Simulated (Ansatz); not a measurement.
Compare A (`NC[SiH2]S`) with its isomer B (`NC([SiH3])S`).

Isolated molecules relaxed with PBE0-D4/def2-TZVP in Ansatz; ΔE leaves out vibrations. CCSD(T)/CBS adds triple-zeta CCSD(T) − MP2 to the extrapolated MP2 energy (def2 sets, frozen cores). DFT in def2-TZVPP. B3LYP here is the variant with VWN-RPA as its local correlation; programs differ in this. One conformer a species, not always the lowest.

A:

```xyz
11

N     0.9486    0.9647    1.2190
C     0.0379   -0.0976    0.8084
Si   -0.5024    0.2370   -0.9610
S    -1.6829   -1.3604   -1.7651
H     1.1773    0.8996    2.2026
H     1.8182    0.9180    0.7038
H    -0.8636   -0.0567    1.4278
H     0.4325   -1.1215    0.9041
H     0.7128    0.4597   -1.7931
H    -1.3830    1.4268   -1.0391
H    -0.6953   -2.2697   -1.7073
```

B:

```xyz
11

N     1.301    0.523    0.603
C     0.457   -0.408   -0.120
Si   -1.368   -0.112    0.277
S     0.695   -0.252   -1.910
H     1.213    0.392    1.604
H     2.274    0.405    0.346
H     0.690   -1.473    0.047
H    -2.185   -1.210   -0.298
H    -1.781    1.195   -0.294
H    -1.567   -0.080    1.755
H     0.270    1.020   -2.011
```

Question: Which isomer does CCSD(T)/CBS put lower? Give the gap. (An estimate is asked.)

Answer: Ansatz gave: A, by 24.0 kcal/mol.

Question: Give E(B) − E(A) in kcal/mol with PBE0-D4, HF/def2-TZVPP, B3LYP, B2PLYP, r2SCAN-D4, CCSD/def2-TZVPP, CCSD(T)/def2-TZVPP. (An estimate is asked.)

Answer: The calculation gave: PBE0-D4 24.3, HF/def2-TZVPP 25.9, B3LYP 24.6, B2PLYP 24.3, r2SCAN-D4 24.5, CCSD/def2-TZVPP 24.2, CCSD(T)/def2-TZVPP 23.6. None reverses the order clearly.

Largest T1 diagnostic: 0.011.

From PBE to PBE0 (25 % exact exchange), in def2-TZVPP and without D4, E(B) − E(A) moves by +0.9 kcal/mol. The D4 term adds −1.0 kcal/mol with B3LYP and −0.5 kcal/mol with PBE0; it sums over pairs of atoms, weighted by their polarisabilities, and B3LYP, whose exchange is more repulsive, gets the larger term.
